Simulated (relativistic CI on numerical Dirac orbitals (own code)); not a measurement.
Hyperfine structure of Mn¹⁵⁺, mass number 55

Method of calculation: Dirac-Coulomb-Breit CI, separate exchange-only KLI orbitals for each configuration, model QED, unscaled Slater integrals (own radial code, finite nucleus).

CI space (outside the closed core 1s2): 2s²2p⁶, 2s²2p⁵3s, 2s²2p⁵3p, 2s²2p⁵3d, 2s2p⁶3s, 2s2p⁶3p, 2s2p⁶3d, 2s²2p⁵4s, 2s²2p⁵4p, 2s²2p⁵4d, 2s²2p⁵4f, 2s²2p⁴3s², 2s2p⁶4s, 2s2p⁶4p, 2s²2p⁴3s3p, 2s2p⁶4d. Levels of other configurations are missing.

Nuclear spin I = 5/2, μ = 3.4669 μN, Q = 0.33 b (tables of Stone and Pyykkö). The electronic factors are computed for point nuclear moments, without core polarisation or the Bohr-Weisskopf and QED corrections.

| Level | E (eV) | A (GHz) | B (GHz) |
| --- | --- | --- | --- |
| 2s²2p⁵3s ³P°2 | 651.929 | 53.47 | -13.5 |
| 2s²2p⁵3s ¹P°1 | 653.780 | 9.455 | -3.73 |
| 2s²2p⁵3s ³P°1 | 663.694 | 140.4 | -3.01 |
| 2s²2p⁵3p ³D2 | 683.838 | 32.09 | -13.1 |
| 2s²2p⁵3p ³D3 | 684.996 | 18.77 | -10.6 |
| 2s²2p⁵3p ³P2 | 687.821 | 18.85 | -0.865 |
| 2s²2p⁵3p ³D1 | 693.918 | 94.72 | 1.37 |
| 2s²2p⁵3p ³P1 | 696.662 | -23.96 | 1.98 |

Levels with J = 0, under 50 % of one LS term, or S terms without an open s electron are left out. Small factors come from cancelling terms and can be off by tens of per cent or more.

At this charge energies of transitions that change n are usually good to better than 1 %, and those within a shell (Δn = 0) to a few per cent.

**Question.** Give the hyperfine levels of 2s²2p⁵3s ³P°2 relative to its centre of gravity.

**Answer.** With K = F(F + 1) − I(I + 1) − J(J + 1), E = AK/2 + B[¾K(K + 1) − I(I + 1)J(J + 1)]/[2I(2I − 1)J(2J − 1)]: F = 1/2: -383.7, F = 3/2: -297.4, F = 5/2: -157, F = 7/2: 32.48, F = 9/2: 263.9 GHz.

LS names give the leading component of a level, which can be under half, so a name can repeat, a term be missing and a line seem to break the LS rules.
